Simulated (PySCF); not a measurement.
C2H10B2N2.
Z-matrix (Å and degrees, GFN2-xTB geometry), rows numbered from 1:
```
C 
C   1  1.3240
B   2  1.5945  1  126.98
N   3  1.5911  2  112.07  1  -132.25
B   4  1.5896  3   88.02  2   123.59
N   3  1.5831  2  113.65  1   -30.37
H   1  1.0807  2  122.06  3     0.36
H   1  1.0802  2  123.17  3  -178.58
H   2  1.0878  1  116.55  3   178.38
H   3  1.1895  2  114.34  1    99.82
H   4  1.0110  3  116.12  2  -118.44
H   4  1.0120  3  113.78  2     7.98
H   5  1.1865  4  111.28  3   106.52
H   5  1.1878  4  112.69  3  -122.67
H   6  1.0121  3  113.01  2    -6.89
H   6  1.0109  3  116.34  2   119.18
```

The closed-shell SCF was solved with PySCF and density fitting under several settings on one GFN2-xTB geometry (grid level 2 and gas phase unless stated).

| settings | basis functions | SCF cycles | E (Eh) | HOMO (eV) | LUMO (eV) | dipole (D) |
| --- | --- | --- | --- | --- | --- | --- |
| PBE0/pcSseg-1 | 152 | 14 | -241.1771 | -7.16 | 0.35 | 0.38 |
| B97-2/STO-3G | 40 | 11 | -238.5053 | -4.94 | 4.03 | 0.41 |

Q: Estimate the row for these settings: OPBE/IGLO-II, grid level 3.

A: 
| settings | basis functions | SCF cycles | E (Eh) | HOMO (eV) | LUMO (eV) | dipole (D) |
| --- | --- | --- | --- | --- | --- | --- |
| OPBE/IGLO-II, grid level 3 | 192 | 15 | -241.4500 | -5.95 | -0.52 | 0.38 |

Q: Over all rows, what range does the HOMO–LUMO gap span?

A: From 5.43 eV (OPBE/IGLO-II, grid level 3) to 8.97 eV (B97-2/STO-3G). The functional of the narrowest has no exact exchange, that of the widest 21 % exact exchange.

Q: And the dipole moment?

A: From 0.38 D to 0.41 D; the largest is 1.08 times the smallest, and the median is 0.38 D.

Cycle counts include a coarse-grid stage where the run had one.

One conformer stands for the species.
